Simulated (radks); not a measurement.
Effect of the nuclear size on the scandium ion Sc2+, [Ar] 3d1. Method: Dirac Kohn-Sham, LDA (Slater exchange, Perdew-Wang correlation), spin-unpolarised, spherical densities, finite nucleus; open shells are shared between the two j in proportion to 2j + 1; Fermi nuclear charge, rms radius 3.5459 fm; computed with a radial shooting solver on a logarithmic mesh with Libxc functionals. The rms radius is varied about that value; shifts are against it.

rms radius (fm) = 2.9183: total energy shift (eV) -0.0125; density at nucleus (e/bohr^3) 7248; 1s1/2 shift (meV) -5.27; 2s1/2 shift (meV) -0.430; 3s1/2 shift (meV) -0.057
rms radius (fm) = 3.3722: total energy shift (eV) -0.00368; density at nucleus (e/bohr^3) 7218; 1s1/2 shift (meV) -1.56; 2s1/2 shift (meV) -0.127; 3s1/2 shift (meV) -0.017
rms radius (fm) = 3.5459: total energy shift (eV) 0; density at nucleus (e/bohr^3) 7208; 1s1/2 shift (meV) 0.000; 2s1/2 shift (meV) 0.000; 3s1/2 shift (meV) 0.000
rms radius (fm) = 3.8438: total energy shift (eV) 0.00673; density at nucleus (e/bohr^3) 7191; 1s1/2 shift (meV) 2.85; 2s1/2 shift (meV) 0.233; 3s1/2 shift (meV) 0.031
rms radius (fm) = 3.9005: total energy shift (eV) 0.00807; density at nucleus (e/bohr^3) 7188; 1s1/2 shift (meV) 3.42; 2s1/2 shift (meV) 0.279; 3s1/2 shift (meV) 0.037

Slopes of the eigenvalues against <r^2> in GHz/fm^2, as finite differences over the two radii next to the reference (eigenvalue slopes, not the field-shift constants of lines): 1s1/2 313, 2s1/2 25.6, 3s1/2 3.41.
